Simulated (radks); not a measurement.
The numbers below are computed, except where a source is named.
Trend from Rb3+ to Xe3+: ionisation energy by Delta-SCF between NIST ground configurations, and size. Code: a radial shooting solver on a logarithmic mesh with Libxc functionals. Model: scalar-relativistic Kohn-Sham, LDA (Slater exchange, Perdew-Wang correlation), spin-polarised, spherical densities, finite nucleus; open shells are filled with parallel spins first (spin-orbit coupling, left out, can overturn this in heavy ions); Fermi nuclear charge, rms radius of each element as measured or else 0.836 A^(1/3) + 0.57 fm.

species	configuration	configuration of the ion	IE (eV)	NIST (eV)	kind
Rb3+	[Ar] 3d10 4s2 4p4	[Ar] 3d10 4s2 4p3	52.247	52.2	semi-emp.
Sr3+	[Ar] 3d10 4s2 4p5	[Ar] 3d10 4s2 4p4	56.682	56.280	semi-emp.
Zr3+	[Kr] 4d1	[Kr]	34.573	34.418	exp.
Nb3+	[Kr] 4d2	[Kr] 4d1	37.624	37.61	exp.
Mo3+	[Kr] 4d3	[Kr] 4d2	40.528	40.3	semi-emp.
Tc3+	[Kr] 4d4	[Kr] 4d3	43.335	41	theory
Ru3+	[Kr] 4d5	[Kr] 4d4	46.070	45	theory
Rh3+	[Kr] 4d6	[Kr] 4d5	45.062	42	theory
Pd3+	[Kr] 4d7	[Kr] 4d6	48.026	46	theory
Ag3+	[Kr] 4d8	[Kr] 4d7	50.890	49	theory
Cd3+	[Kr] 4d9	[Kr] 4d8	53.682	51	theory
In3+	[Kr] 4d10	[Kr] 4d9	56.421	55.45	exp.
Sn3+	[Kr] 4d10 5s1	[Kr] 4d10	41.828	40.74	exp.
Sb3+	[Kr] 4d10 5s2	[Kr] 4d10 5s1	44.508	43.80	exp.
Te3+	[Kr] 4d10 5s2 5p1	[Kr] 4d10 5s2	37.121	37.416	exp.
I3+	[Kr] 4d10 5s2 5p2	[Kr] 4d10 5s2 5p1	40.373	40.36	exp.
Xe3+	[Kr] 4d10 5s2 5p3	[Kr] 4d10 5s2 5p2	43.488	42.2	exp.

Reference values: NIST Atomic Spectra Database (exp. = measured, semi-emp. = semi-empirical, theory = theoretical value adopted there). Open shells are spherical and high-spin; term and fine-structure splittings are not resolved. Spin-orbit splitting is averaged out at the scalar-relativistic level.
